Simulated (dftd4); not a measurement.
MoO$_{3}$, charge +1, doublet, geometry from GFN2-xTB (such geometries of metal compounds can be far from the true shape) (the multiplicity is a formal guess); dftd4 4.2.0 with D4 for revpbe.

The dftd4 input:
```
$ dftd4 mol.xyz --func revpbe --charge 1 --json dftd4.json --noedisp --property

# file mol.xyz
4

Mo     0.00000000    -0.00000000    -0.00000000
O     -1.13555064    -1.19952535    -0.09964600
O     -0.10119083     1.31969514    -0.99319224
O      1.23674147    -0.12016978     1.09283824
```

Q: What does dftd4 print? Leave out banner, timings and long lists.

A: 
```
                    ____  _____ _____     ____  _  _
      -------------|  _ \|  ___|_   _|---|  _ \| || |------------
     |             | | | | |_    | | ___ | | | | || |_           |
     |             | |_| |  _|   | ||___|| |_| |__   _|          |
     |             |____/|_|     |_|     |____/   |_|            |
     |             ===================================           |
     |            E. Caldeweyher, S. Ehlert & S. Grimme          |
     |          Mulliken Center for Theoretical Chemistry        |
     |                    University of Bonn                     |
      -----------------------------------------------------------

Rational (Becke-Johnson) damping: revpbe-D4-ATM
---------------------
  s6         1.0000
  s8         1.7468
  s9         1.0000
  a1         0.5363
  a2         3.0726
 alp        16.0000
--------------------

Atomic data, radii in Ångström:
------------------------------------------------------
   Z          R(cov)      r4/r2   hardness         EN
------------------------------------------------------
  42 Mo       1.6533     3.2784     0.2148     2.1600
   8 O        0.8400     1.3725     0.5869     3.4400
------------------------------------------------------

Atomic reference systems (in atomic units):
----------------------------------------------------------------------------
   Z        #      CN     q+Z       C6(AA)   #      CN     q+Z       C6(AA)
----------------------------------------------------------------------------
  42 Mo     1  0.0000 14.0000     868.9082   2  1.8951 14.4674     355.7494
            3 10.7785 14.4734     253.6894   4  5.5965 14.5943     263.3656
   8 O      1  0.0000  8.0000      15.5711   2  0.8042  7.6453      20.8489
            3  1.6112  7.4012      24.8631   4  0.9798  8.0000      14.9880
----------------------------------------------------------------------------

Atomic properties (in atomic units):
----------------------------------------------------------------------------
     #    Z              CN          q      C6(AA)        C8(AA)   alpha(0)
----------------------------------------------------------------------------
     1   42 Mo       2.4126     1.8957    280.9332    32348.7682    40.7316
     2    8 O        0.8042    -0.2986     19.7053      397.6637     5.9556
     3    8 O        0.8042    -0.2986     19.7053      397.6637     5.9556
     4    8 O        0.8042    -0.2986     19.7053      397.6637     5.9556
----------------------------------------------------------------------------

Molecular properties (in atomic units):
----------------------------------------
 molecular C6                 857.8292
 molecular C8               55188.0389
----------------------------------------

Dispersion energy:      -8.1602837646740E-03 Eh

[Info] JSON dump of results written to 'dftd4.json'
```
